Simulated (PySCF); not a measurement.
Q: Give a GFN2-xTB geometry of InChI=1S/C7H6N2/c1-3-7-5-6-8-9(7)4-2/h1,4-6H,2H2.

A: 
```
atom  x, y, z in Å
C1    -1.193    2.850    0.312
C2    -0.425    1.931    0.209
C3     0.474    0.862    0.088
C4     1.845    0.863   -0.096
C5     2.192   -0.494   -0.143
N6     1.134   -1.265   -0.002
N7     0.090   -0.451    0.139
C8    -1.203   -0.918    0.312
C9    -1.511   -2.205    0.353
H10   -1.854    3.658    0.401
H11    2.488    1.714   -0.182
H12    3.163   -0.928   -0.274
H13   -1.933   -0.125    0.411
H14   -2.525   -2.531    0.489
H15   -0.746   -2.954    0.249
```

Orientation and origin are arbitrary. Atoms count from 1 in this order. N7 (pyrrole-type nitrogen) is planar (angles 126.1°, 122.6° and 111.3°, sum 360.0°, 0.00 Å off the plane of its three neighbours). The 5-membered ring C3–C4–C5–N6–N7 has internal angles of 104.4° to 111.4° (sum 540°, against 540° for a flat polygon); it is planar, 0.00 Å rms from its mean plane, widest ring torsion 0°. The 9 heavy atoms lie in one plane (0.000 Å rms). Of the pairs four or more bonds apart, C2···H13 is among the closest relative to their van der Waals radii: 2.56 Å, 88 % of the sum of Bondi's values.

Bonds between heavy atoms (Å): C1≡C2 1.202, C2–C3 1.401, C3–C4 1.383, C4–C5 1.401, C5–N6 1.317, N6–N7 1.331, N7–C8 1.386, C8=C9 1.324, C3–N7 1.369.

Structure optimised with GFN2-xTB, isolated species.

Point group: Cs (tolerance 0.08 Å). Stationary, but not proved a minimum. The numbers are those of one conformer (N6–N7–C8–C9 0°).

The numbers are calculated, not measured.
